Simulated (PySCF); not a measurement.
C₂H₅ClFNSi, SMILES N[Si@H](Cl)/C=C/F. Atoms are numbered in the order given.

```xyz
11

N     -2.0798     0.5776    -1.0163
Si    -0.7541    -0.4291    -0.5901
Cl    -0.7528    -1.0984     1.4087
C      0.8165     0.5251    -0.8266
C      1.7448     0.6642     0.1255
F      2.8730     1.3571    -0.0593
H     -3.0083     0.1743    -1.1230
H     -2.1377     1.5200    -0.6355
H     -0.8581    -1.6552    -1.4125
H      1.0089     1.0060    -1.7935
H      1.6833     0.2407     1.1327
```
Charge 0, spin multiplicity 1.

Geometry: TPSSh-D3(BJ)/def2-SVP. The structure was generated by enumeration; whether it is a known compound was not checked. The values are those of a single conformer.

Level of theory: TPSSh-D3(BJ)/def2-SVP in PySCF 2.14.0.

Frequencies are harmonic and unscaled.

Computed vibrational spectrum:
| mode | ν (cm⁻¹) | IR (km/mol) | moving atoms (share of kinetic energy) |
|---|---|---|---|
| 1 | 83 | 1.3 | C 34 %, H 30 %, N 22 %, F 9 % |
| 2 | 118 | 1.7 | Cl 44 %, F 29 %, C 13 % |
| 3 | 167 | 1.2 | H 37 %, C 26 %, F 20 %, N 11 % |
| 4 | 218 | 9.7 | N 32 %, H 21 %, Cl 21 %, C 12 %, Si 10 % |
| 5 | 262 | 8.6 | H 54 %, C 29 % |
| 6 | 323 | 6.4 | C 43 %, H 16 %, Cl 16 %, Si 15 %, F 9 % |
| 7 | 355 | 14.2 | H 48 %, C 19 %, N 16 %, Si 9 % |
| 8 | 437 | 51.9 | Si 37 %, F 35 %, H 13 %, C 13 % |
| 9 | 454 | 105.5 | H 59 %, N 26 %, Cl 8 % |
| 10 | 511 | 150.6 | Si 46 %, Cl 33 %, H 12 % |
| 11 | 723 | 27.1 | H 89 % |
| 12 | 774 | 2.4 | H 60 %, C 31 % |
| 13 | 843 | 20.1 | H 53 %, C 41 % |
| 14 | 860 | 181.3 | H 56 %, Si 22 %, C 15 % |
| 15 | 885 | 77.8 | N 38 %, H 31 %, Si 26 % |
| 16 | 925 | 221.4 | H 73 %, Si 14 %, N 12 % |
| 17 | 984 | 30.2 | H 87 %, C 13 % |
| 18 | 1149 | 79.1 | C 50 %, F 31 %, H 17 % |
| 19 | 1202 | 68.0 | H 55 %, C 37 % |
| 20 | 1343 | 12.0 | H 85 %, C 14 % |
| 21 | 1556 | 48.6 | H 89 %, N 10 % |
| 22 | 1695 | 230.7 | C 91 % |
| 23 | 2295 | 121.4 | H 97 % |
| 24 | 3160 | 0.5 | H 92 %, C 8 % |
| 25 | 3199 | 2.8 | H 91 %, C 9 % |
| 26 | 3541 | 29.5 | H 96 % |
| 27 | 3636 | 29.4 | H 91 %, N 9 % |
